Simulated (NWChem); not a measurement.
All runs are NWChem calculations. System: 1,3-disilacyclobutane (C₂H₈Si₂), charge 0, spin multiplicity 1, at a geometry optimised with PBE0/def2-SVP. Level: RHF/def2-TZVP.

Job file:

```
start mol
memory heap 200 mb stack 900 mb global 1100 mb
geometry units angstroms nocenter noautoz
  C      0.000000    -1.358869     0.159130
  Si     1.315123     0.000000    -0.075806
  C      0.000000     1.358869     0.159130
  Si    -1.315123     0.000000    -0.075806
  H      0.000000    -1.745418     1.192165
  H      0.000000    -2.214938    -0.530236
  H      2.446314     0.000000     0.905222
  H      1.881358     0.000000    -1.460650
  H      0.000000     1.745418     1.192165
  H      0.000000     2.214938    -0.530236
  H     -2.446314     0.000000     0.905222
  H     -1.881358     0.000000    -1.460650
  symmetry group C2v
end
basis spherical
  * library def2-tzvp
end
scf
  rhf
  nopen 0
  maxiter 100
  thresh 1e-7
  semidirect memsize 60000000 filesize 0
end
task scf energy
```

NWChem printed:

```
             Northwest Computational Chemistry Package (NWChem) 7.3.0
             --------------------------------------------------------

                                NWChem Input Module
                                -------------------

 Scaling coordinates for geometry "geometry" by  1.889725989
 (inverse scale =  0.529177249)

 Turning off AUTOSYM since
 SYMMETRY directive was detected!

                             Geometry "geometry" -> ""
                             -------------------------

 Output coordinates in angstroms (scale by  1.889725989 to convert to a.u.)

  No.       Tag          Charge          X              Y              Z
 ---- ---------------- ---------- -------------- -------------- --------------
    1 C                    6.0000     0.00000000    -1.35886900     0.15913000
    2 Si                  14.0000     1.31512300     0.00000000    -0.07580600
    3 C                    6.0000     0.00000000     1.35886900     0.15913000
    4 Si                  14.0000    -1.31512300     0.00000000    -0.07580600
    5 H                    1.0000     0.00000000    -1.74541800     1.19216500
    6 H                    1.0000     0.00000000    -2.21493800    -0.53023600
    7 H                    1.0000     2.44631400     0.00000000     0.90522200
    8 H                    1.0000     1.88135800     0.00000000    -1.46065000
    9 H                    1.0000     0.00000000     1.74541800     1.19216500
   10 H                    1.0000     0.00000000     2.21493800    -0.53023600
   11 H                    1.0000    -2.44631400     0.00000000     0.90522200
   12 H                    1.0000    -1.88135800     0.00000000    -1.46065000

 Effective nuclear repulsion energy (a.u.)     219.3280275113

            Nuclear Dipole moment (a.u.)
            ----------------------------
        X                 Y               Z
 ---------------- ---------------- ----------------
     0.0000000000     0.0000000000    -0.0000113384

      Symmetry information
      --------------------

 Group name             C2v
 Group number             16
 Group order               4
[...]
  ----- ------------  ---------------      ----- ------------  ---------------
     5      3.122810   1 C  s                73     -3.122810   3 C  s
    50      1.407313   2 Si py              118      1.407313   4 Si py
   145     -0.463295   6 H  s               169      0.463295  10 H  s
   139     -0.460568   5 H  s               163      0.460568   9 H  s
    13      0.405850   1 C  py               81      0.405850   3 C  py

 Vector   26  Occ=0.000000D+00  E= 1.252860D-01  Symmetry=a1
              MO Center= -9.7D-16, -1.2D-14,  6.5D-01, r^2= 8.5D+00
   Bfn.  Coefficient  Atom+Function         Bfn.  Coefficient  Atom+Function
  ----- ------------  ---------------      ----- ------------  ---------------
     5      3.417213   1 C  s                73      3.417213   3 C  s
    49      1.419900   2 Si px              117     -1.419900   4 Si px
   139     -1.279808   5 H  s               163     -1.279808   9 H  s
    36     -1.238919   2 Si s               104     -1.238919   4 Si s
    14      0.648960   1 C  pz               82      0.648960   3 C  pz

 Vector   27  Occ=0.000000D+00  E= 1.452723D-01  Symmetry=b1
              MO Center= -9.7D-15,  1.4D-15, -2.7D-01, r^2= 1.3D+01
   Bfn.  Coefficient  Atom+Function         Bfn.  Coefficient  Atom+Function
  ----- ------------  ---------------      ----- ------------  ---------------
    36      3.425225   2 Si s               104     -3.425225   4 Si s
    49     -2.477007   2 Si px              117     -2.477007   4 Si px
    12     -0.924378   1 C  px               80     -0.924378   3 C  px
    59     -0.325513   2 Si d  0            127      0.325513   4 Si d  0
    46     -0.318398   2 Si px              114     -0.318398   4 Si px

 center of mass
 --------------
 x =   0.00000000 y =   0.00000000 z =  -0.00446256

 moments of inertia (a.u.)
 ------------------
         252.325092099949           0.000000000000           0.000000000000
           0.000000000000         450.968979178607           0.000000000000
           0.000000000000           0.000000000000         629.642233170991

  Mulliken analysis of the total density
  --------------------------------------

    Atom       Charge   Shell Charges
 -----------   ------   -------------------------------------------------------
    1 C    6     6.60   0.85  1.12  0.45  0.73  0.05  1.23  1.58  0.54  0.01  0.03  0.00
    2 Si  14    13.55   2.00  0.58  1.39  0.78  0.44  4.12  1.73  0.53  1.32  0.25  0.16  0.21  0.04
    3 C    6     6.60   0.85  1.12  0.45  0.73  0.05  1.23  1.58  0.54  0.01  0.03  0.00
    4 Si  14    13.55   2.00  0.58  1.39  0.78  0.44  4.12  1.73  0.53  1.32  0.25  0.16  0.21  0.04
    5 H    1     0.87   0.26  0.48  0.10  0.02
    6 H    1     0.87   0.26  0.49  0.10  0.02
    7 H    1     1.06   0.24  0.56  0.25  0.01
    8 H    1     1.06   0.24  0.57  0.24  0.01
    9 H    1     0.87   0.26  0.48  0.10  0.02
   10 H    1     0.87   0.26  0.49  0.10  0.02
   11 H    1     1.06   0.24  0.56  0.25  0.01
   12 H    1     1.06   0.24  0.57  0.24  0.01

       Multipole analysis of the density wrt the origin
       ------------------------------------------------

     L   x y z        total         open         nuclear
     -   - - -        -----         ----         -------
     0   0 0 0      0.000000      0.000000     48.000000

     1   1 0 0      0.000000      0.000000      0.000000
     1   0 1 0      0.000000      0.000000      0.000000
     1   0 0 1      0.142810      0.000000     -0.000011

     2   2 0 0    -33.769819      0.000000    240.958559
     2   1 1 0      0.000000      0.000000      0.000000
     2   1 0 1     -0.000000      0.000000      0.000000
     2   0 2 0    -30.972547      0.000000    135.926022
     2   0 1 1     -0.000000      0.000000      0.000000
     2   0 0 2    -31.697891      0.000000     34.908716

 Task  times  cpu:       19.5s     wall:       19.5s

 Total times  cpu:       19.6s     wall:       19.6s
```
